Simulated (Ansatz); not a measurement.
Total energies of CH₅ClN₂OW (`C[O][W](=[NH])(=[NH])[Cl]`).

```xyz
11

C    -1.364   -1.254    0.796
O    -0.873   -0.577   -0.332
W     0.665    0.389   -0.773
N     1.696    0.408    0.637
N     0.199    2.007   -1.227
Cl    1.831   -0.554   -2.510
H    -2.167   -0.669    1.253
H    -1.769   -2.218    0.476
H    -0.572   -1.422    1.531
H     2.226    0.878    1.355
H     0.127    3.011   -1.207
```

Total charge 0; spin multiplicity 1. Correlated methods include outer-core shells of W, which these sets cover unevenly. W takes the def2 core potential. All single points use the PBE0-D4/def2-TZVP geometry. It is one conformer, not always the lowest. Basis def2-TZVPP, the Gaussian-basis code of Ansatz.

RPA on PBE orbitals: Hartree–Fock energy of these orbitals -750.55356 Eh, correlation -2.27601 Eh (frozen core).

| functional | energy without D4 (Eh) | D4 term (kJ/mol) |
| --- | --- | --- |
| PBE | -753.00777 | -29.2 |
| revPBE | -753.33178 | -75.7 |
| BLYP | -753.33976 | -61.6 |
| B3LYP | -753.44231 | -47.1 |
| r2SCANh | -753.25069 | -7.9 |
| r2SCAN0 | -753.18265 | -8.8 |
| HSE06 (plane-wave form) | -752.96025 | -23.8 |
| BHLYP | -753.11592 | -40.1 |
| CAM-B3LYP | -753.26337 | -26.0 |
| LC-ωPBE | -753.13584 | – |
| ωB97X-V | -753.21369 | – |
| ωB97M-V | -753.19436 | – |
| B2PLYP | -752.99673 | – |
| PBE-QIDH | -752.76993 | – |

(1) Give the same for LDA (SPW92), r2SCAN, B97M-V, PBE0. (Best estimate.)

B3LYP takes the VWN-RPA correlation (the form of Gaussian; ORCA's B3LYP/G). HSE06 is the plane-wave form, built on full-range PBE exchange. The double hybrids freeze the cores in their second-order part.

Results:

(1) Ansatz gave: 
| functional | energy without D4 (Eh) | D4 term (kJ/mol) |
| --- | --- | --- |
| LDA (SPW92) | -750.02572 | – |
| r2SCAN | -753.29745 | -7.3 |
| B97M-V | -753.24396 | – |
| PBE0 | -752.97927 | -25.1 |

LC-ωPBE has ω = 0.4 bohr⁻¹.
